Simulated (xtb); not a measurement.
C4H4Cl2, SMILES C#CCC(Cl)Cl. All values are semi-empirical tight-binding results from xtb (GFN2-xTB unless named), good for trends rather than for accurate numbers. The structure is a stationary point at GFN2-xTB. One conformer was computed; it need not be the lowest.

### Question
Estimate the properties. (Estimate from the structure and the level; the computed values follow.)

### Answer

The orbital gap is 5.97 eV and the dipole moment is 1.96 D. The zero-point energy is 40.3 kcal/mol. The G − E(el) at 298.15 K (modified RRHO) is 20.1 kcal/mol and the static polarisability (D4 model) is 71.1 bohr³. The solvation energy, GFN2-xTB/ALPB(water) is -3.1 kcal/mol and the solvation energy, GFN2-xTB/ALPB(hexane) is -6.1 kcal/mol.
